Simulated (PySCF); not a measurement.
Species: GeCl3(NHEt), C₂H₆Cl₃GeN.
Structure used (PBE0-D3(BJ)/def2-SVP), in Å, numbered top down from 1:
```xyz
13
C2H6Cl3GeN angstrom
Ge     0.403    1.369    1.258
Cl     0.418    1.529    3.386
Cl     2.447    1.389    0.586
Cl    -0.516    3.075    0.361
N     -0.545   -0.082    0.816
C     -0.830   -0.437   -0.564
C      0.266   -1.227   -1.260
H     -0.450   -0.865    1.456
H     -1.779   -1.000   -0.585
H     -1.033    0.498   -1.113
H      1.204   -0.652   -1.302
H     -0.028   -1.482   -2.290
H      0.474   -2.168   -0.727
```

Computed with TDDFT B3LYP/def2-SVPD, vertical, gas phase, core orbitals frozen in the response in PySCF 2.14.0, density-fitted response routines. The B3LYP/def2-SVPD calculation is non-relativistic and has no spin–orbit coupling, an omission that weighs most on germanium.

Computed singlets with f of 0.002 or more:

| state | λ (nm) | f |
| --- | --- | --- |
| S1 | 264.9 | 0.015 |
| S3 | 197.8 | 0.028 |
| S4 | 195.5 | 0.0066 |
| S5 | 194.9 | 0.033 |
| S6 | 190.3 | 0.027 |
| S7 | 185.5 | 0.014 |
| S8 | 184.7 | 0.038 |
| S9 | 184.6 | 0.026 |
| S10 | 172.3 | 0.080 |
| S11 | 169.3 | 0.062 |
| S12 | 165.0 | 0.035 |
| S13 | 161.8 | 0.013 |
| S14 | 159.5 | 0.0060 |
| S15 | 156.4 | 0.0031 |

**Question.** Give A, τ, |μ| and ∫σ dE for each state.

**Answer.** For one non-degenerate pair of states in vacuum, A = 0.6670 f ν̃² s⁻¹ with ν̃ in cm⁻¹, τ = 1/A, |μ|² = 3f / (2ΔE) in atomic units, and the integrated cross-section is ∫σ dE = 109.76 f Mb·eV.

| state | A (s⁻¹) | τ | \|μ\| (D) | ∫σ dE (Mb·eV) |
| --- | --- | --- | --- | --- |
| S1 | 1.4×10⁷ | 71 ns | 0.91 | 1.6 |
| S3 | 4.8×10⁷ | 21 ns | 1.09 | 3.1 |
| S4 | 1.2×10⁷ | 86 ns | 0.52 | 0.73 |
| S5 | 5.8×10⁷ | 17 ns | 1.17 | 3.6 |
| S6 | 5.1×10⁷ | 20 ns | 1.05 | 3 |
| S7 | 2.7×10⁷ | 37 ns | 0.75 | 1.5 |
| S8 | 7.4×10⁷ | 14 ns | 1.22 | 4.2 |
| S9 | 5.2×10⁷ | 19 ns | 1.02 | 2.9 |
| S10 | 1.8×10⁸ | 5.6 ns | 1.71 | 8.7 |
| S11 | 1.4×10⁸ | 7 ns | 1.49 | 6.8 |
| S12 | 8.6×10⁷ | 12 ns | 1.11 | 3.9 |
| S13 | 3.4×10⁷ | 29 ns | 0.68 | 1.5 |
| S14 | 1.6×10⁷ | 63 ns | 0.45 | 0.66 |
| S15 | 8.5×10⁶ | 120 ns | 0.32 | 0.34 |

Only emission to the ground state at the vertical energy is counted.

**Question.** Suppose S1 emitted 0.3 eV lower with the same transition dipole. How would A change?

**Answer.** At fixed |μ|, A goes as the cube of the energy: (4.38/4.68)³ = 0.82, which makes τ about 87 ns.

**Question.** How much energy does a mole of photons resonant with S10 carry?

**Answer.** 7.198 eV × 96.485 = 695 kJ/mol (166 kcal/mol).

**Question.** By what factor does the largest A in the list exceed the smallest?

**Answer.** S10 has 21 times the rate of S15.

The vertical ionisation energy (ΔSCF) is 9.56 eV, 1.64 eV above S15.

Time: 4.5 min (with the writing of density and orbital grids); peak memory 1.2 GiB. Hardware: an AMD EPYC with one thread (shared host).

One conformer stands for the species.
